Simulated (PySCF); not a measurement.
F₂H₅NSi₂, SMILES F[SiH](F)N[SiH3]. Atoms are numbered in the order given.

```xyz
10

Si     2.0747    -0.0835     0.8805
N      0.6465    -0.5316    -0.0371
Si    -0.8390     0.3042    -0.1756
F     -1.1591     0.6806    -1.7183
F     -2.0792    -0.6428     0.2588
H      2.4131    -1.1196     1.8941
H      1.7601     1.1994     1.5591
H      3.2562     0.0941    -0.0072
H      0.7132    -1.4058    -0.5627
H     -0.8242     1.5232     0.6430
```

Geometry optimised at TPSSh-D3(BJ)/def2-SVP. This is a generated structure with no PubChem entry under its InChIKey; it may be hypothetical. The values are those of a single conformer.

Two levels are set side by side: PBE/pcSseg-1 (PySCF) and KT2/pcSseg-1 (PySCF). GIAO shifts against CFCl3 (¹⁹F), NH3 (¹⁵N), TMS (²⁹Si), TMS (¹H) at the same level; non-relativistic, no solvent, atoms listed together averaged. Differences are taken from unrounded values.

| quantity | KT2 | PBE | PBE minus KT2 |
|---|---|---|---|
| δ(²⁹Si) of Si1 (ppm) | -55.2 | -58.3 | -3.1 |
| δ(¹⁵N) of N2 (ppm) | 35.7 | 39.1 | 3.4 |
| δ(²⁹Si) of Si3 (ppm) | -32.5 | -35.3 | -2.9 |
| δ(¹H) of H9 (ppm) | 1.05 | 1.00 | -0.05 |
| δ(¹H) of H10 (ppm) | 4.89 | 4.92 | 0.03 |

Rough cost on one machine, each run with all the roots and properties that it gave: KT2 against PBE within a factor of 2.
